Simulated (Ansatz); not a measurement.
Geometry optimisation of Cu₂Br⁺.

```yaml
crystal:
  periodic: [false, false, false]
  atoms:
    - {symbol: Cu, position_ang: [1.096045, -1.052499, -1.108118]}
    - {symbol: Cu, position_ang: [-0.776812, 1.643531, 0.482041]}
    - {symbol: Br, position_ang: [-0.319233, -0.591032, 0.626077]}
basis:
  gaussian: {orbitals: def2-TZVP}
total_charge: 1
magnetization: {spin_polarized: true, initial_magnetization: 2}
hamiltonian: {xc: pbe0, dispersion: d4}
scf: {lower_state_search: "off"}
output: {orbitals: {seedname: orbitals}}
relax: {f_tol: 0.02, max_steps: 100}
```

```sh
$ ansatz run in.yaml --threads 4 --pin off --events-out ev --progress --plain --max-ram 3916MiB
```

Output, abridged:

```
Functional definition: PBE0
mean field -159298.64767899 eV, -5854.1173257015 hartree, gradient 1.5e-6 eV, S^2 2.002918; 0 other end points of the search recorded, 0 dependent functions left out
WARN: the results are in doubt because the forces break the atoms' symmetry
relax step   1: F+E_penalty+E_count = -159298.72336487 eV  Δ(F+E_penalty+E_count) = +0.000e0 eV  max|allowed force component| = 9.013e-1 eV/Å  Δτ_max = 0.0000 Å  (143 SCF iters, accepted)
mean field -159298.71825382 eV, -5854.1199192786 hartree, gradient 1.7e-6 eV, S^2 2.003016; 0 other end points of the search recorded, 0 dependent functions left out
relax step   2: F+E_penalty+E_count = -159298.79327520 eV  Δ(F+E_penalty+E_count) = -6.991e-2 eV  max|allowed force component| = 3.403e-1 eV/Å  Δτ_max = 0.0618 Å  (40 SCF iters, accepted)
mean field -159298.73301055 eV, -5854.1204615783 hartree, gradient 1.8e-6 eV, S^2 2.003252; 0 other end points of the search recorded, 0 dependent functions left out
relax step   3: F+E_penalty+E_count = -159298.80726673 eV  Δ(F+E_penalty+E_count) = -1.399e-2 eV  max|allowed force component| = 1.900e-1 eV/Å  Δτ_max = 0.0775 Å  (42 SCF iters, accepted)
mean field -159298.73642112 eV, -5854.1205869144 hartree, gradient 1.2e-6 eV, S^2 2.003181; 0 other end points of the search recorded, 0 dependent functions left out
relax step   4: F+E_penalty+E_count = -159298.81064862 eV  Δ(F+E_penalty+E_count) = -3.382e-3 eV  max|allowed force component| = 2.571e-2 eV/Å  Δτ_max = 0.0161 Å  (41 SCF iters, accepted)
mean field -159298.73678421 eV, -5854.1206002578 hartree, gradient 1.4e-6 eV, S^2 2.003184; 0 other end points of the search recorded, 0 dependent functions left out
relax step   5: F+E_penalty+E_count = -159298.81085735 eV  Δ(F+E_penalty+E_count) = -2.087e-4 eV  max|allowed force component| = 5.410e-3 eV/Å  Δτ_max = 0.0109 Å  (42 SCF iters, accepted)
Total energy: -159298.81089665 eV, -5854.1233238396 hartree
Atom 0 at     1.172810    -1.142559    -1.180205 Å, force     0.000140    -0.003904     0.001132 eV/Å
Atom 1 at    -0.828622     1.689637     0.535654 Å, force    -0.002284    -0.001506     0.003559 eV/Å
Atom 2 at    -0.344187    -0.547078     0.644551 Å, force     0.002144     0.005410    -0.004691 eV/Å
Dipole moment:    -0.022681     0.703685    -0.207512 e Å
Checks for a lower state left out: stability, starts, cluster_reference, orbital_swaps, neighbouring_geometries, increment
```

Run time 23 s (4 threads of Arm Neoverse V2 on a shared host), peak host memory 0.56 GiB.

The relaxation made no stability test and no search for a lower SCF solution. At PBE0-D4/def2-TZVP a singlet of charge 1 lies 2.90 eV below the triplet, each at its own geometry. The structure comes from a short search, and lower isomers may exist.
